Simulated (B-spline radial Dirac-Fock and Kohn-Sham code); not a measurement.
Fe⁵⁺: photoemission with 4000 eV photons

System: iron as Fe⁵⁺ in the configuration [Ar] 3d3.

Input of the calculation (task.json; shells as n, l, electrons):

```json
{"items": [{
  "Z": 26,
  "q": 5,
  "cfg": [[1, 0, 2], [2, 0, 2], [2, 1, 6], [3, 0, 2], [3, 1, 6], [3, 2, 3]],
  "A": 56,
  "rrms": 3.7377,
  "do": ["binding", "quiet", "photo"],
  "hv": [27.0, 32.3, 36.7, 43.3, 48.9, 64.1, 74.3, 91.5, 118.0, 225.0, 420.0, 450.0, 1450.0, 2180.0, 4000.0, 5390.0, 5750.0, 8860.0, 12800.0, 19900.0, 38700.0, 42600.0, 43100.0, 95700.0]
}]}
```

Command: `python xray_run.py task.json out`

Calculated with an atomic code on a B-spline grid, using a relativistic central-field model (Hartree-Slater potential of the initial state, Latter tail, multipole expansion of the photon field, Dirac-Fock thresholds). The asymmetry parameter β is from the dipole term alone. Kinetic energies are from the vacuum level. Open shells are spread statistically over j, without multiplet splitting.

The last column is dσ/dΩ = σ/(4π) · [1 − (β/2) P₂(cos θ)] at θ = 0° from the beam of unpolarised light.

| subshell | electrons | binding (eV) | kinetic (eV) | σ (kb) | β | dσ/dΩ (kb/sr) |
| --- | --- | --- | --- | --- | --- | --- |
| 2s | 2 | 959.2 | 3040.8 | ? | ? | ? |
| 2p1/2 | 2 | 831.5 | 3168.5 | 4.11 | 1.18 | 0.135 |
| 2p3/2 | 4 | 819.4 | 3180.6 | 7.78 | 1.18 | 0.252 |
| 3s | 2 | 196.0 | 3804.0 | 1.40 | 2.00 | ≈ 0 |
| 3p1/2 | 2 | 155.0 | 3845.0 | 0.546 | 1.11 | 0.0194 |
| 3p3/2 | 4 | 153.3 | 3846.7 | 1.03 | 1.12 | 0.0364 |
| 3d3/2 | 1.2 | 96.61 | 3903.4 | 0.0145 | 0.53 | 0.000849 |
| 3d5/2 | 1.8 | 96.40 | 3903.6 | 0.0211 | 0.52 | 0.00124 |

Question: What are σ and β for 2s?

Answer: σ = 9.01 kb, the largest of all subshells and 38 % of the total, and β = 2.00, which gives dσ/dΩ = 0.000183 kb/sr.

Run: 1.1 s of CPU time on 1 thread of Intel(R) Xeon(R) 6975P-C (shared host), peak memory 0.33 GiB.
